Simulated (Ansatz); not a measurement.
Consider the cleavage of the Si–Sn bond: `N[SiH](O)[SnH3]` + `N[SiH2]S` → `N[SiH2]S[SiH](N)O` + `[SnH4]`.

Gas-phase electronic energies from Ansatz, PBE0-D4/def2-TZVP geometries. CCSD(T)/CBS is the MP2 limit (def2-TZVPP, def2-QZVPP) plus CCSD(T) − MP2 in def2-TZVPP, frozen cores. DFT in def2-TZVPP. def2 core potentials past Kr. For Sn outer-core shells are correlated without core-valence functions, which leaves a few kJ/mol of doubt a bond. Each species was taken in one conformer, which may not be the lowest.

CCSD(T)/CBS gives -18.2 kcal/mol.

Another level gave -18.2 kcal/mol. Which?
A. PBE/def2-TZVPP
B. MP2/def2-TZVPP
C. B2PLYP/def2-TZVPP
D. CCSD(T)/def2-TZVPP

C. B2PLYP -18.2, PBE -17.0, CCSD(T)/def2-TZVPP -19.6, MP2/def2-TZVPP -20.7 kcal/mol.

Largest T1 diagnostic among the species: 0.013.

The D4 term adds −2.7 kcal/mol with B3LYP and −1.5 kcal/mol with PBE0; it sums over pairs of atoms, weighted by their polarisabilities, and B3LYP, whose exchange is more repulsive, gets the larger term. From PBE to PBE0 (25 % exact exchange), in def2-TZVPP and without D4, ΔE moves by −0.8 kcal/mol. In def2-TZVPP, CCSD(T) changes the Hartree–Fock value by −2.8 kcal/mol (the triples alone add −1.0 kcal/mol) and MP2 by −3.9 kcal/mol.

B3LYP here is the variant with VWN-RPA as its local correlation; programs differ in this.
